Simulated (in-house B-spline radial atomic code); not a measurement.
**Ionising Cd⁷⁺ with different functionals**

Computed with an all-electron radial atomic-structure program (B-spline basis): scalar-relativistic (spin-free X2C) Hamiltonian, Fermi nucleus of rms radius 4.6087 fm, spin-polarised at highest spin, spherical fractional occupations for the functionals, the average over the highest-spin determinants for Hartree-Fock. The ionisation energy is the difference of two self-consistent energies, [Kr] 4d5 → [Kr] 4d4, without Breit or QED terms; ε is the level of the shell that loses the electron (its least bound occupied spin orbital). There is no spin-orbit coupling in this Hamiltonian.

Hybrids are left out here: with spherical fractional occupations of an open shell their exact exchange keeps a self-interaction that integer-occupation calculations don't have.

| method | rung | ΔSCF (eV) | -ε(4d) (eV) |
| --- | --- | --- | --- |
| Hartree-Fock | Hartree-Fock | 130.93 | 131.95 |
| LDA VWN5 | LDA | 131.36 | 121.21 |
| LDA PW92 | LDA | 131.35 | 121.20 |
| LDA exchange-only | LDA | 129.76 | 119.65 |
| PBE | GGA | 131.38 | 121.23 |
| PBEsol | GGA | 131.30 | 121.15 |
| BLYP | GGA | 131.05 | 120.88 |
| RPBE | GGA | 131.37 | 121.21 |
| PW91 | GGA | 131.46 | 121.31 |
| BP86 | GGA | 131.36 | 121.20 |
| AM05 | GGA | 131.25 | 121.10 |
| OLYP | GGA | 131.92 | 121.73 |
| TPSS | meta-GGA | 131.42 | 121.29 |
| SCAN | meta-GGA | 132.08 | 122.03 |
| r2SCAN | meta-GGA | 132.15 | 122.10 |
| revTPSS | meta-GGA | 131.37 | 121.24 |

Question: How do they compare with the NIST value?

Answer: NIST lists 130 eV ± 2.1 (tabulated theory, ground level to ground level). Errors run from -0.34 to +2.05 eV; all lie within about twice that uncertainty, so the table can't rank the methods. Hartree-Fock also lacks correlation.
